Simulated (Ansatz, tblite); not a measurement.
Adding an electron: Rb4⁺. Total charge 1; doublet. Geometry: r2SCAN/def2-TZVP. Ansatz, gas phase; energy differences of separate SCF runs; the reduced species is a singlet (the triplet lies 0.21 eV higher at PBE0/def2-TZVP).

```xyz
4

Rb    0.849    1.439   -1.583
Rb   -0.149   -3.333   -3.044
Rb    0.164    3.340    3.035
Rb   -0.864   -1.446    1.591
```

In the def2 sets Rb takes a core potential; there is no spin–orbit coupling. The xTB rows come from tblite. The structure comes from a short search, and lower isomers may exist.

```json
{"level": "GFN1-xTB", "−HOMO (eV)": "–", "−LUMO (eV)": "–", "vertical EA (eV)": "10.94", "HOMO–LUMO gap (eV)": "–", "remarks": "–"}
{"level": "r2SCAN/def2-TZVP", "−HOMO (eV)": "4.95", "−LUMO (eV)": "4.00", "vertical EA (eV)": "3.10", "HOMO–LUMO gap (eV)": "0.94", "remarks": "restricted singlet, untested (singlet), spin-contaminated (⟨S²⟩ 0.88) (+1 doublet)"}
{"level": "PBE0/def2-TZVP", "−HOMO (eV)": "5.28", "−LUMO (eV)": "4.07", "vertical EA (eV)": "3.25", "HOMO–LUMO gap (eV)": "1.20", "remarks": "restricted singlet, untested (singlet)"}
```

(1) Estimate the rows for GFN2-xTB, PBE/def2-TZVP.

Answers

(1) 
```json
{"level": "GFN2-xTB", "−HOMO (eV)": "–", "−LUMO (eV)": "–", "vertical EA (eV)": "5.72", "HOMO–LUMO gap (eV)": "–", "remarks": "–"}
{"level": "PBE/def2-TZVP", "−HOMO (eV)": "4.93", "−LUMO (eV)": "4.58", "vertical EA (eV)": "3.35", "HOMO–LUMO gap (eV)": "0.36", "remarks": "restricted singlet, untested (singlet)"}
```

  HOMO and LUMO are the levels of the spin that leaves or enters (xTB has no such levels and no spin-polarisation term). Other spin states of the ions may lie lower, which would lower the ionisation energy or raise the affinity. Raw xTB energy differences between charge states are shifted by several eV; the methods need an empirical correction for them.
